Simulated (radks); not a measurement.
Neutral cerium, configuration [Xe] 4f1 5d1 6s2 (the NIST ground configuration). Calculated with a radial shooting solver on a logarithmic mesh with Libxc functionals: scalar-relativistic Kohn-Sham, PBEsol, spin-polarised, spherical densities, finite nucleus; open shells are filled with parallel spins first (spin-orbit coupling, left out, can overturn this in heavy ions); Fermi nuclear charge, rms radius 4.8771 fm; hard spherical wall at 15 bohr.

Radial electron density D(r) = 4 pi r^2 rho(r):

r (bohr)  D(r) (e/bohr)   spin D(r)
0.001603          6.070  0.00000651
0.00219           9.977   0.0000105
0.002968          15.81   0.0000161
0.004054          24.52   0.0000235
0.005495          35.97   0.0000302
0.007507          50.15   0.0000302
0.01017           64.06  0.00000773
0.0139            74.17  -0.0000715
0.01884           75.91   -0.000251
0.02573           70.28   -0.000567
0.03488           67.21   -0.000848
0.04765           78.23   -0.000374
0.06509           96.78     0.00272
0.08822           96.75      0.0107
0.1205            77.53      0.0251
0.1633            76.79      0.0456
0.2231            86.05      0.0948
0.3024            58.87       0.243
0.4131            31.53       0.566
0.5599            36.17       0.893
0.7649            28.09       0.925
1.037             13.00       0.727
1.416             8.447       0.596
1.919             5.219       0.546
2.622             2.021       0.421
3.582            0.9663       0.228
4.855            0.5294      0.0695
6.633            0.1504     0.00553
8.989           0.01874   -0.000911
12.28         0.0006630  -0.0000920

D(r) has 4 maxima, at r = 0.0171, 0.0758, 0.214, 0.592 bohr, and minima at 0.0330, 0.141, 0.433 bohr, inside which lie 1.96, 11.20, 28.96 electrons.
